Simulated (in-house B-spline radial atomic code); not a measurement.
# Br3+: [Ar] 3d9 4s2 4p3 (an excited or competing configuration)

Method: non-relativistic BLYP, spin-polarised, spherical fractional occupations, point nucleus. Calculated with an all-electron radial atomic-structure program (B-spline basis).

Screening seen three ways: the hydrogenic charge with the same mean radius, Z_r = [3n² - l(l+1)]/(2<r>), the one with the same energy, Z_e = n√(-2ε), and Slater's rules. Values are occupation-weighted means over spin.

| shell | electrons | ε (eV) | <r> (bohr) | Z_r | Z_e | Slater |
| --- | --- | --- | --- | --- | --- | --- |
| 1s | 2 | -13147 | 0.04369 | 34.34 | 31.08 | 34.70 |
| 2s | 2 | -1738.7 | 0.1937 | 30.98 | 22.61 | 30.85 |
| 2p | 6 | -1573.1 | 0.1671 | 29.92 | 21.51 | 30.85 |
| 3s | 2 | -281.27 | 0.5575 | 24.22 | 13.64 | 23.75 |
| 3p | 6 | -223.27 | 0.5615 | 22.26 | 12.15 | 23.75 |
| 3d | 9 | -120.06 | 0.5679 | 18.49 | 8.91 | 14.20 |
| 4s | 2 | -56.235 | 1.519 | 15.80 | 8.13 | 9.15 |
| 4p | 3 | -43.682 | 1.689 | 13.62 | 7.17 | 9.15 |

The least bound orbital is 4p up at -43.68 eV, and it is also the most diffuse (<r> = 1.689 bohr). The part-filled 3d shell lies below the filled 4s shell in orbital energy.
